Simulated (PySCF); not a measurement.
Molfile (atoms numbered from 1):
```
C7H13NSi
     RDKit          3D

 22 22  0  0  0  0  0  0  0  0999 V2000
    3.3275    0.0955    0.1503 C   0  0  0  0  0  0  0  0  0  0  0  0
    2.3335    0.7254   -0.8215 C   0  0  0  0  0  0  0  0  0  0  0  0
    0.9094    0.3659   -0.5329 C   0  0  0  0  0  0  0  0  0  0  0  0
    0.3072   -0.9249   -0.6643 C   0  0  0  0  0  0  0  0  0  0  0  0
   -1.0092   -0.8289   -0.2757 C   0  0  0  0  0  0  0  0  0  0  0  0
   -2.0753   -1.8678   -0.2337 C   0  0  0  0  0  0  0  0  0  0  0  0
   -1.2501    0.4830    0.1005 N   0  0  0  0  0  0  0  0  0  0  0  0
   -2.7834    1.1537    0.6692 Si  0  0  0  0  0  4  0  0  0  0  0  0
   -0.0741    1.2003   -0.0589 C   0  0  0  0  0  0  0  0  0  0  0  0
    3.2399   -1.0022    0.1518 H   0  0  0  0  0  0  0  0  0  0  0  0
    3.1424    0.4395    1.1793 H   0  0  0  0  0  0  0  0  0  0  0  0
    4.3658    0.3497   -0.1147 H   0  0  0  0  0  0  0  0  0  0  0  0
    2.4394    1.8223   -0.8008 H   0  0  0  0  0  0  0  0  0  0  0  0
    2.5869    0.4168   -1.8509 H   0  0  0  0  0  0  0  0  0  0  0  0
    0.7922   -1.8353   -1.0156 H   0  0  0  0  0  0  0  0  0  0  0  0
   -2.4842   -2.0075    0.7818 H   0  0  0  0  0  0  0  0  0  0  0  0
   -2.9215   -1.6274   -0.9004 H   0  0  0  0  0  0  0  0  0  0  0  0
   -1.6667   -2.8338   -0.5583 H   0  0  0  0  0  0  0  0  0  0  0  0
   -3.2317    0.4617    1.9124 H   0  0  0  0  0  0  0  0  0  0  0  0
   -3.8427    0.9992   -0.3698 H   0  0  0  0  0  0  0  0  0  0  0  0
   -2.5250    2.5939    0.9395 H   0  0  0  0  0  0  0  0  0  0  0  0
   -0.0305    2.2627    0.1766 H   0  0  0  0  0  0  0  0  0  0  0  0
  1  2  1  0
  2  3  1  0
  3  4  1  0
  4  5  2  0
  5  6  1  0
  5  7  1  0
  7  8  1  0
  7  9  1  0
  9  3  2  0
  1 10  1  0
  1 11  1  0
  1 12  1  0
  2 13  1  0
  2 14  1  0
  4 15  1  0
  6 16  1  0
  6 17  1  0
  6 18  1  0
  8 19  1  0
  8 20  1  0
  8 21  1  0
  9 22  1  0
M  END
```

PySCF 2.14 calculation with PBE0-D3(BJ)/def2-SVP structure and PBE0/pcSseg-1 with gauge-including orbitals; relativity neglected, averaged over atoms made equivalent by symmetry, fast rotation or ring inversion, no solvent, one conformer.

Scale: TMS for 13C (184.41 ppm) (reference shieldings calculated alike).

**Question.** Do the 13C shifts follow the atomic charges (in e)? Tabulate both.

**Answer.** 
```csv
atoms,hybridisation,δ (ppm),σ para (ppm),Hirshfeld,IAO,Mulliken,ESP-fitted
C5,sp2,137.0,-212,+0.02,+0.06,+0.12,+0.27
C3,sp2,134.2,-215,-0.03,-0.05,-0.30,+0.02
C9,sp2,126.7,-197,-0.05,-0.13,+0.20,-0.45
C4,sp2,117.9,-190,-0.10,-0.24,-0.18,-0.47
C2,sp3,23.8,-82,-0.07,-0.25,-0.12,+0.18
C1,sp3,20.0,-81,-0.12,-0.40,-0.28,-0.20
C6,sp3,14.6,-77,-0.12,-0.43,-0.17,-0.57
```

Correlation coefficients of δ with charge over these carbons: Hirshfeld +0.69, IAO +0.87, Mulliken +0.43, ESP-fitted +0.16; with the paramagnetic shielding -1.00. Among the 4 sp2 carbons alone: Hirshfeld +0.94, IAO +0.97, Mulliken +0.15, ESP-fitted +0.91. With so few points, grouped by hybridisation, these coefficients are fragile. Charge is one influence among several: hybridisation and low-lying excitations act through the paramagnetic term.

Shifts are as computed. Against solution values, carbons near 30 ppm lie about +2 ppm off and those near 130 ppm about +5 ppm. Of 1211 compounds with measured shifts, 218 miss one by over three times the rms of a fit or turn the order of signals round; such compounds aren't used in these exercises.
